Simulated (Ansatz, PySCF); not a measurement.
Spin states of HfO2 (SMILES [O]=[Hf]=[O]), each relaxed with B3LYP-D3(BJ)/def2-TZVP.
State 1 (charge 0, multiplicity 1):
```xyz
3

Hf     0.4121    -0.3429     0.4086
O      0.8739     0.3743    -1.1646
O     -1.3192     0.0159     0.6858
```
State 2 (charge 0, multiplicity 3):
```csv
atom,x (Å),y (Å),z (Å)
Hf,0.4598,-0.3832,0.4569
O,0.8230,0.3900,-1.1659
O,-1.3159,0.0405,0.6386
```

Singlets are restricted, other states unrestricted; no spin–orbit coupling, no relativity up to Kr; see below for the cores. The largest T1 diagnostic is 0.050.

The values were computed with Ansatz (an electronic-structure program) with Gaussian orbitals; PySCF for the dispersion terms.  In def2 rows elements past Kr take small-core potentials, without spin–orbit coupling.

Problem. Give the energy of the multiplicity-3 state less that of the multiplicity-1 state at the level B3LYP/def2-TZVPP.

Solution. 28.5 kcal/mol

Problem. Give the energy of the multiplicity-3 state less that of the multiplicity-1 state at the level PBE-D4/def2-TZVPP.

Solution. 29.5 kcal/mol

Problem. Predict the energy of the multiplicity-3 state less that of the multiplicity-1 state from CAM-B3LYP/def2-TZVPP.

Solution. 31.1 kcal/mol
